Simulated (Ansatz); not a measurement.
Isolated molecules relaxed with PBE0-D4/def2-TZVP in Ansatz; ΔE leaves out vibrations. CBS: MP2 limit from def2 TZ/QZ plus the TZ coupled-cluster correction, frozen cores. This one scheme is used for every species, atoms too. For atomizations the MP2-based limit and the directly extrapolated one differ by several kJ/mol either way, and by 10 to 25 for some Ge, Se and Sn compounds, so smaller differences from it don't rank the levels. Functionals use def2-TZVPP. B3LYP here is the variant with VWN-RPA as its local correlation; programs differ in this. Open shells (•) are unrestricted, without spin–orbit coupling. Spin–orbit coupling would lower the free atoms: a little for C, Cl, O, Si. One conformer a species, not always the lowest.

`CC(=O)O[SiH2]Cl` → 2 C• + Cl• + 5 H• + 2 O• + Si•  (atomization)

| level | ΔE (kcal/mol) |
| --- | --- |
| revPBE-D4 | 1044.8 |
| B3LYP-D4 | 1044.8 |
| ωB97X-V | 1053.7 |
| B2PLYP | 1037.2 |
| r2SCAN | 1053.6 |
| B3LYP | 1035.2 |
| HF/def2-TZVPP | 756.6 |
| HF/CBS(def2) | 758.6 |

Question: What does CCSD(T)/CBS give? (Best estimate.)

Answer: Computed: +1049.9 kcal/mol. The listed levels differ from it by -5.1, -5.1, 3.8, -12.7, 3.7, -14.7, -293.3, -291.3 kcal/mol.

Question: What do rigid-rotor, harmonic-oscillator terms from PBE0-D4/def2-TZVP frequencies (298.15 K, 1 bar) make of the CCSD(T)/CBS value? (An estimate is asked.)

Answer: The calculation gave: ΔZPE = -44.7 kcal/mol, ΔH = +1016.1 kcal/mol, ΔS = 1181 J/(mol·K), ΔG = +932.0 kcal/mol. Open shells count their whole term as degenerate.

Largest T1 diagnostic among the species: 0.014.

From BLYP to BHLYP (50 % exact exchange), in def2-TZVPP and without D4, ΔE moves by −31.4 kcal/mol: exact exchange takes away binding that semilocal exchange gives to molecules. The D4 term adds +9.5 kcal/mol with B3LYP and +5.0 kcal/mol with PBE0; it sums over pairs of atoms, weighted by their polarisabilities, and B3LYP, whose exchange is more repulsive, gets the larger term.
